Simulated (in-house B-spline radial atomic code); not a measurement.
**Ce⁶⁺: [Kr] 4d10 5s2 5p4**

All numbers are computed (Dirac-Kohn-Sham B97-1, spherical fractional occupations, exact exchange averaged over the configuration; Fermi nucleus of rms radius 4.8771 fm) with a B-spline radial code for spherical atoms, not measured.

Effective charges: Z_r = [3n² - l(l+1)]/(2<r>) from the radius, Z_e = n√(-2ε) from the energy, and Slater's rules. Values are occupation-weighted means over j. An effective charge above Z reflects the relativistic contraction of the inner shells.

```json
{"shell": "1s", "electrons": "2", "ε (eV)": "-40400", "<r> (bohr)": "0.02457", "Z_r": "61.04", "Z_e": "54.49", "Slater": "57.70"}
{"shell": "2s", "electrons": "2", "ε (eV)": "-6556.1", "<r> (bohr)": "0.1047", "Z_r": "57.29", "Z_e": "43.90", "Slater": "53.85"}
{"shell": "2p", "electrons": "6", "ε (eV)": "-5892.8", "<r> (bohr)": "0.09211", "Z_r": "54.28", "Z_e": "41.62", "Slater": "53.85"}
{"shell": "3s", "electrons": "2", "ε (eV)": "-1483.7", "<r> (bohr)": "0.2781", "Z_r": "48.54", "Z_e": "31.33", "Slater": "46.75"}
{"shell": "3p", "electrons": "6", "ε (eV)": "-1270.1", "<r> (bohr)": "0.276", "Z_r": "45.28", "Z_e": "28.99", "Slater": "46.75"}
{"shell": "3d", "electrons": "10", "ε (eV)": "-959.6", "<r> (bohr)": "0.2535", "Z_r": "41.42", "Z_e": "25.19", "Slater": "36.85"}
{"shell": "4s", "electrons": "2", "ε (eV)": "-365.25", "<r> (bohr)": "0.6344", "Z_r": "37.83", "Z_e": "20.73", "Slater": "30.25"}
{"shell": "4p", "electrons": "6", "ε (eV)": "-294.19", "<r> (bohr)": "0.67", "Z_r": "34.33", "Z_e": "18.60", "Slater": "30.25"}
{"shell": "4d", "electrons": "10", "ε (eV)": "-189.55", "<r> (bohr)": "0.7337", "Z_r": "28.62", "Z_e": "14.93", "Slater": "18.85"}
{"shell": "5s", "electrons": "2", "ε (eV)": "-109.05", "<r> (bohr)": "1.417", "Z_r": "26.46", "Z_e": "14.16", "Slater": "12.95"}
{"shell": "5p", "electrons": "4", "ε (eV)": "-88.617", "<r> (bohr)": "1.566", "Z_r": "23.31", "Z_e": "12.76", "Slater": "12.95"}
```

The least bound orbital is 5p3/2 at -87.38 eV, and it is also the most diffuse (<r> = 1.583 bohr).

Spin-orbit splittings of the orbital energies (j = l + 1/2 above j = l - 1/2 when positive): 2p 446.7 eV, 3p 88.23 eV, 3d 18.89 eV, 4p 19.3 eV, 4d 3.437 eV, 5p 3.707 eV.

For the 1s electron the small component carries 4.61 % of the norm, the zero-frequency Breit interaction raises the level by 109.6 eV, self-energy by 64.02 eV, and vacuum polarisation lowers it by 9.537 eV.
